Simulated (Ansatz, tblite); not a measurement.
Removing an electron: ZnMeF (CH3FZn). The state is a singlet with charge 0. Geometry: PBE-D4/def2-TZVP. Ansatz, gas phase; energy differences of separate SCF runs; the oxidised species was run as a doublet alone.

```xyz
6

Zn   -0.233    1.129    0.202
C     0.149   -0.720   -0.129
H    -0.752   -1.229   -0.497
H     0.480   -1.206    0.798
H     0.942   -0.810   -0.882
F    -0.586    2.835    0.508
```

The xTB rows come from tblite. Correlated methods freeze 11 core orbitals. HOMO above LUMO, or a gap near zero within one spin, warns that the state may not be the lowest or that an electron is smeared out.

Question: Estimate orbital energies and vertical ionisation energies at: GFN1-xTB; GFN2-xTB; HF/def2-TZVPP; PBE-D4/def2-TZVP; r2SCAN-D4/def2-TZVP; PBE0-D4/def2-TZVP; MP2/def2-TZVPP; CCSD/def2-TZVPP; CCSD(T)/def2-TZVPP.

Answer: 
```json
{"level": "GFN1-xTB", "−HOMO (eV)": "11.52", "vertical IE (eV)": "15.35", "−LUMO (eV)": "6.93", "HOMO–LUMO gap (eV)": "4.59", "remarks": "–"}
{"level": "GFN2-xTB", "−HOMO (eV)": "11.61", "vertical IE (eV)": "15.65", "−LUMO (eV)": "6.38", "HOMO–LUMO gap (eV)": "5.23", "remarks": "–"}
{"level": "HF/def2-TZVPP", "−HOMO (eV)": "–", "vertical IE (eV)": "9.84", "−LUMO (eV)": "–", "HOMO–LUMO gap (eV)": "–", "remarks": "–"}
{"level": "PBE-D4/def2-TZVP", "−HOMO (eV)": "7.62", "vertical IE (eV)": "11.13", "−LUMO (eV)": "1.41", "HOMO–LUMO gap (eV)": "6.21", "remarks": "gap within one spin near zero (+1 doublet)"}
{"level": "r2SCAN-D4/def2-TZVP", "−HOMO (eV)": "7.83", "vertical IE (eV)": "11.10", "−LUMO (eV)": "1.04", "HOMO–LUMO gap (eV)": "6.79", "remarks": "–"}
{"level": "PBE0-D4/def2-TZVP", "−HOMO (eV)": "8.77", "vertical IE (eV)": "11.19", "−LUMO (eV)": "0.56", "HOMO–LUMO gap (eV)": "8.21", "remarks": "–"}
{"level": "MP2/def2-TZVPP", "−HOMO (eV)": "–", "vertical IE (eV)": "11.31", "−LUMO (eV)": "–", "HOMO–LUMO gap (eV)": "–", "remarks": "–"}
{"level": "CCSD/def2-TZVPP", "−HOMO (eV)": "–", "vertical IE (eV)": "11.08", "−LUMO (eV)": "–", "HOMO–LUMO gap (eV)": "–", "remarks": "–"}
{"level": "CCSD(T)/def2-TZVPP", "−HOMO (eV)": "–", "vertical IE (eV)": "11.16", "−LUMO (eV)": "–", "HOMO–LUMO gap (eV)": "–", "remarks": "–"}
```

  Raw xTB energy differences between charge states are shifted by several eV; the methods need an empirical correction for them.
